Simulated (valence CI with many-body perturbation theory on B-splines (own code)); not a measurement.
**Energy levels of Xe XL**

Calculated by valence CI with perturbative core correlation (CI+MBPT): five valence electrons over a frozen Dirac-Fock core [Ne], a basis of 11 s, 11 p, 10 d, 8 f, 5 g, 2 h functions for each j, with the one-electron correlation potential Σ1, the two-electron term Σ2, the three-electron term Σ3, Breit, model QED; selected CI, second order for the rest, scaled by the run's own slope (own B-spline code, finite nucleus).

No measured spectrum was set against this ion. As an estimate, large intervals hold to a few tenths of a per cent, small ones and those within an open d or f shell to about a per cent. Among the levels kept, up to 4700 cm⁻¹ of a level comes from second order outside the variational space, and about a tenth of that is noise between levels of different J, which matters for small intervals.

Levels 91 to 135 of 166, with energies above the lowest level, (3s^2 3p1/2^2 3p3/2) J=3/2. "Leading %" is the weight of the configuration and term that name the level; weights of strongly mixed levels are sums over their largest components and can fall short, so below about 35 % the name and the second component can differ from the true leading terms, or belong to a minority configuration. In the jj column 3d3/2^4 stands for four electrons in 3d with j = 3/2.

```csv
No.,Configuration,Term,J,E (eV),Leading %,g,Second component,Leading jj
91,3s 3p3 3d,2G°,7/2,442.92,27,1.191,12 % 3s 3p3 3d 2F°,3s 3p1/2 3p3/2^2 3d3/2 (32 %)
92,3s 3p3 3d,2F°,5/2,443.22,21,1.130,15 % 3s 3p3 3d 4D°,3s 3p1/2 3p3/2^2 3d3/2 (62 %)
93,3s2 3p 3d2,4G°,9/2,443.40,41,1.171,13 % 3s 3p3 3d 4F°,3s^2 3p1/2 3d5/2^2 (53 %)
94,3s 3p3 3d,2D°,3/2,445.10,25,1.316,12 % 3s 3p3 3d 4S°,3s 3p1/2 3p3/2^2 3d5/2 (62 %)
95,3s 3p3 3d,4D°,5/2,445.95,19,1.225,13 % 3s 3p3 3d 4P°,3s 3p1/2 3p3/2^2 3d5/2 (54 %)
96,3s 3p3 3d,2F°,7/2,446.22,20,1.221,19 % 3s 3p3 3d 4D°,3s 3p1/2 3p3/2^2 3d5/2 (59 %)
97,3s 3p3 3d,2P°,1/2,449.08,48,1.011,11 % 3s 3p3 3d 4D°,3s 3p1/2 3p3/2^2 3d3/2 (77 %)
98,3s2 3p 3d2,4P°,3/2,450.56,21,1.441,15 % 3s 3p3 3d 2P°,3s 3p1/2 3p3/2^2 3d3/2 (23 %)
99,3s 3p3 3d,4D°,5/2,454.39,29,1.200,14 % 3s 3p3 3d 2D°,3s 3p1/2 3p3/2^2 3d5/2 (42 %)
100,3s 3p3 3d,2G°,9/2,455.11,54,1.089,24 % 3s2 3p 3d2 2H°,3s 3p1/2 3p3/2^2 3d5/2 (64 %)
101,3s 3p3 3d,4D°,1/2,455.39,40,0.472,13 % 3s 3p3 3d 2P°,3s 3p1/2 3p3/2^2 3d3/2 (73 %)
102,3s 3p3 3d,2F°,7/2,455.96,27,1.165,20 % 3s 3p3 3d 4F°,3s 3p1/2 3p3/2^2 3d5/2 (53 %)
103,3s 3p3 3d,4D°,3/2,456.00,20,1.199,9 % 3s 3p3 3d 2P°,3s 3p1/2 3p3/2^2 3d5/2 (34 %)
104,3s 3p3 3d,2F°,5/2,457.86,34,1.014,10 % 3s 3p3 3d 2D°,3s 3p1/2 3p3/2^2 3d5/2 (46 %)
105,3s 3p3 3d,2D°,3/2,457.90,22,0.975,12 % 3s 3p3 3d 4D°,3s 3p1/2 3p3/2^2 3d3/2 (33 %)
106,3s 3p3 3d,4D°,7/2,461.27,42,1.223,11 % 3s 3p3 3d 2G°,3s 3p1/2 3p3/2^2 3d5/2 (82 %)
107,3s 3p3 3d,2F°,5/2,461.78,42,0.999,11 % 3s 3p3 3d 2D°,3s 3p1/2 3p3/2^2 3d5/2 (73 %)
108,3s2 3p 3d2,2P°,1/2,463.50,37,0.714,9 % 3p5 2P°,3s^2 3p1/2 3d5/2^2 (40 %)
109,3s 3p3 3d,2F°,7/2,464.18,22,1.128,22 % 3s 3p3 3d 2G°,3s 3p1/2 3p3/2^2 3d5/2 (59 %)
110,3s 3p3 3d,2P°,3/2,465.24,38,1.080,32 % 3s 3p3 3d 2D°,3s 3p1/2 3p3/2^2 3d5/2 (61 %)
111,3s 3p3 3d,2D°,5/2,468.59,35,1.209,11 % 3s 3p3 3d 2F°,3s 3p1/2 3p3/2^2 3d5/2 (64 %)
112,3s 3p3 3d,2D°,3/2,472.62,24,1.188,10 % 3s 3p3 3d 4D°,3s 3p1/2 3p3/2^2 3d5/2 (65 %)
113,3s2 3p 3d2,2P°,1/2,473.38,24,1.155,23 % 3s 3p3 3d 2S°,3s 3p1/2 3p3/2^2 3d5/2 (46 %)
114,3s 3p3 3d,2D°,5/2,477.97,31,1.072,22 % 3s 3p3 3d 2F°,3s 3p1/2 3p3/2^2 3d5/2 (69 %)
115,3s 3p2 3d2,6G,3/2,481.37,48,0.321,30 % 3s 3p2 3d2 4F,3s 3p1/2^2 3d3/2^2 (84 %)
116,3s 3p3 3d,2D°,3/2,481.53,29,1.109,21 % 3s 3p3 3d 2P°,3s 3p1/2 3p3/2^2 3d5/2 (58 %)
117,3s 3p2 3d2,6G,5/2,486.95,30,1.063,21 % 3s 3p2 3d2 4F,3s 3p1/2^2 3d3/2^2 (74 %)
118,3s2 3p 3d2,4D°,1/2,487.89,25,1.230,18 % 3s 3p3 3d 4P°,3s 3p3/2^3 3d3/2 (32 %)
119,3s2 3p 3d2,4F°,7/2,489.11,33,1.141,16 % 3s2 3p 3d2 4G°,3s^2 3p3/2 3d3/2^2 (46 %)
120,3s2 3p 3d2,4G°,11/2,489.75,81,1.241,14 % 3s2 3p 3d2 2H°,3s^2 3p3/2 3d3/2 3d5/2 (55 %)
121,3s2 3p 3d2,4D°,1/2,490.22,25,1.103,18 % 3s2 3p 3d2 2P°,3s^2 3p3/2 3d3/2^2 (52 %)
122,3s2 3p 3d2,4D°,5/2,490.23,32,1.159,24 % 3s2 3p 3d2 4F°,3s^2 3p3/2 3d3/2^2 (50 %)
123,3s2 3p 3d2,4D°,3/2,490.54,39,1.233,19 % 3s 3p3 3d 2P°,3s^2 3p3/2 3d3/2 3d5/2 (45 %)
124,3s2 3p 3d2,2D°,5/2,490.59,22,1.195,14 % 3s2 3p 3d2 2F°,3s^2 3p3/2 3d3/2 3d5/2 (33 %)
125,3s2 3p 3d2,4F°,9/2,491.09,35,1.213,34 % 3s2 3p 3d2 4G°,3s^2 3p3/2 3d3/2 3d5/2 (72 %)
126,3s2 3p 3d2,4F°,3/2,491.68,19,0.959,15 % 3s2 3p 3d2 2D°,3s^2 3p3/2 3d3/2^2 (53 %)
127,3s2 3p 3d2,2F°,7/2,491.77,28,1.115,16 % 3s2 3p 3d2 2G°,3s^2 3p3/2 3d3/2 3d5/2 (49 %)
128,3p5,2P°,1/2,495.86,32,0.852,10 % 3s 3p3 3d 2S°,3p1/2 3p3/2^4 (32 %)
129,3s2 3p 3d2,4D°,7/2,496.58,50,1.302,17 % 3s2 3p 3d2 2F°,3s^2 3p3/2 3d3/2 3d5/2 (66 %)
130,3s2 3p 3d2,2F°,5/2,496.99,25,1.112,23 % 3s2 3p 3d2 2D°,3s^2 3p3/2 3d5/2^2 (39 %)
131,3s2 3p 3d2,4P°,5/2,498.51,38,1.407,30 % 3s2 3p 3d2 4D°,3s^2 3p3/2 3d3/2 3d5/2 (83 %)
132,3s 3p2 3d2,6D,1/2,498.70,43,2.744,43 % 3s 3p2 3d2 4P,3s 3p1/2^2 3d3/2^2 (75 %)
133,3s2 3p 3d2,4S°,3/2,502.74,27,1.485,15 % 3s2 3p 3d2 4P°,3s^2 3p3/2 3d3/2^2 (46 %)
134,3s 3p2 3d2,6G,7/2,504.35,34,1.249,21 % 3s 3p2 3d2 6F,3s 3p1/2^2 3d3/2 3d5/2 (79 %)
135,3s2 3p 3d2,2G°,9/2,505.12,29,1.209,26 % 3s 3p3 3d 4F°,3s 3p3/2^3 3d5/2 (47 %)
```

Where two levels of one J and parity lie close, their mixing, g and order are uncertain.
